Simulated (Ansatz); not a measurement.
Geometry optimisation, RKS PBE/def2-SVP in Ansatz 0.2.0.

Input file:

```yaml
crystal:
  periodic: [false, false, false]
  atoms:
    - { symbol: C, position_ang: [-0.9822, 1.5436, 0.0833] }
    - { symbol: Sn, position_ang: [-0.2444, -0.211, 0.9303] }
    - { symbol: Si, position_ang: [1.2219, -1.3208, -0.7667] }
    - { symbol: Cl, position_ang: [0.2464, -1.6665, -2.5129] }
    - { symbol: H, position_ang: [-1.6965, 2.0794, 0.7862] }
    - { symbol: H, position_ang: [-0.1954, 2.285, -0.1931] }
    - { symbol: H, position_ang: [-1.5783, 1.339, -0.8396] }
    - { symbol: H, position_ang: [-1.5201, -1.2669, 1.3363] }
    - { symbol: H, position_ang: [0.6833, 0.2003, 2.4102] }
    - { symbol: H, position_ang: [2.3975, -0.4417, -1.0261] }
    - { symbol: H, position_ang: [1.7332, -2.5975, -0.1872] }
basis:
  gaussian: { orbitals: def2-SVP }
hamiltonian:
  xc: pbe
relax:
  f_tol: 0.015
  max_steps: 40
```

Run as:

```bash
$ ansatz run input.yaml --threads 2 --pin off --max-ram 3072MiB --backend cpu --events-out ev --progress --plain --runs-dir out
```

Where does it end, and by what steps?

The forces met the threshold. After 10 steps the energy has fallen by 0.221 eV; H5 moved furthest, 0.24 Å.

```tsv
step	energy less start (eV)	largest force component (eV/Å)	accepted
0	0.0000	1.869	yes
1	-0.1791	0.553	yes
2	-0.2138	0.262	yes
3	-0.2176	0.088	yes
4	-0.2183	0.062	yes
5	-0.2200	0.032	yes
6	-0.2207	0.036	yes
7	-0.2209	0.030	yes
8	-0.2211	0.021	yes
9	-0.2213	0.026	yes
10	-0.2214	0.013	yes
```

```xyz
11
Properties=species:S:1:pos:R:3
C -1.049 1.611 0.066
Sn -0.216 -0.170 0.995
Si 1.295 -1.366 -0.740
Cl 0.154 -1.592 -2.491
H -1.890 1.994 0.674
H -0.269 2.392 -0.016
H -1.414 1.351 -0.946
H -1.496 -1.244 1.452
H 0.681 0.252 2.419
H 2.515 -0.556 -1.089
H 1.754 -2.730 -0.303
```

The run took 14 s on 2 threads of Intel(R) Xeon(R) 6975P-C (Granite Rapids) (shared host), peak memory 0.17 GiB.
